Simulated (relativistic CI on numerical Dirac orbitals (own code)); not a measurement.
# One change at a time: Re LII

Base calculation: Dirac-Coulomb-Breit CI, orbitals from a KLI potential per configuration, QED by a radiative potential, unscaled Slater integrals.

Configuration list (outside the closed core [Ne]): 3s2 3p6 3d6, 3s2 3p5 3d7, 3s2 3p4 3d8, 3s 3p6 3d7, 3p6 3d8, 3s 3p5 3d8, 3s2 3p6 3d5 4s, 3s2 3p6 3d5 4p, 3s2 3p4 3d7 4s, 3s2 3p6 3d5 4d, 3s2 3p4 3d7 4p, 3s2 3p5 3d6 4s, 3s2 3p6 3d5 4f, 3s2 3p4 3d7 4d, 3s 3p5 3d7 4s, 3s2 3p5 3d6 4p, 3s2 3p5 3d6 4d, 3s2 3p6 3d4 4s2, 3s 3p6 3d6 4s, 3p6 3d7 4s, 3p6 3d7 4p, 3s2 3p6 3d5 5s, 3p6 3d7 4d, 3s 3p6 3d5 4s2. Levels of other configurations are missing.

The lowest level and the first level of each name with at least 55 % of one term (blank where a level has no safe partner in the second run):

```
            Level  Base (eV)  Shift (eV)
 3s2 3p6 3d6 3F_4      0.000       0.000
 3s2 3p6 3d6 5D_3     67.454      -0.031
 3s2 3p6 3d6 3G_5     77.326      -0.121
 3s2 3p6 3d6 3H_6     77.352      -0.202
 3s2 3p6 3d6 3P_1    100.841      +0.221
 3s2 3p6 3d6 3F_3    102.722      +0.152
 3s2 3p6 3d6 5D_2    140.548      +0.093
 3s2 3p6 3d6 5D_0    143.547      -0.115
 3s2 3p6 3d6 3H_5    151.483      -0.152
 3s2 3p6 3d6 1I_6    155.005      -0.252
 3s2 3p6 3d6 1D_2    199.478      +0.190
 3s2 3p6 3d6 1S_0    217.518      +0.203
3s2 3p5 3d7 5G°_6    396.300      -0.103
3s2 3p5 3d7 3P°_0    407.582      +1.314
3s2 3p5 3d7 3D°_3    408.730      +1.025
3s2 3p5 3d7 5G°_5    471.191      +0.087
3s2 3p5 3d7 3I°_7    492.802      -0.134
```

At this charge energies of transitions that change n are usually good to better than 1 %, and those within a shell (Δn = 0) to a few per cent.

**Question.** One thing was changed in a second run, which moved the levels as shown. Which?
A. only the first 3 configurations
B. Breit term removed
C. QED terms removed
D. one mean potential for all configurations

**Answer.** A. Only the first 3 configurations. With fewer configurations the levels that remain lose their mixing partners.

LS names give the leading component of a level, which can be under half, so a name can repeat, a term be missing and a line seem to break the LS rules.
